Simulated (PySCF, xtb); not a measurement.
C₃H₅ClOSi, SMILES C#CC[Si@@H](O)Cl.

The structure is a stationary point at B3LYP-D3(BJ)/def2-SVP. The structure was generated by enumeration; whether it is a known compound was not checked. Other conformers were not sampled.

The numbers are results of C-PCM-B3LYP/def2-SVP (PySCF), not measurements.

The values are the electrostatic part of the solvation free energy, E(continuum) − E(gas) at the gas-phase geometry, in a cavity of scaled van der Waals radii (PySCF's table); cavitation and dispersion terms are not included. In vacuum the orbital gap is 7.75 eV. The dipole moment in vacuum is 1.72 D.

Problem. Estimate the values in water (ε = 78.36), ethylethanoate (ε = 5.99), toluene (ε = 2.37). (The exact figures need the calculation; the answer reports its results.)

Solution. 
| solvent | ε | ΔG(elec) (kcal/mol) | dipole (D) | gap (eV) |
|---|---|---|---|---|
| water | 78.36 | -7.1 | 2.38 | 7.99 |
| ethylethanoate | 5.99 | -5.9 | 2.25 | 7.97 |
| toluene | 2.37 | -3.9 | 2.06 | 7.91 |

For comparison, GFN2-xTB/ALPB(water) (xtb, at the GFN2-xTB geometry, all terms of that model) gives -6.0 kcal/mol.
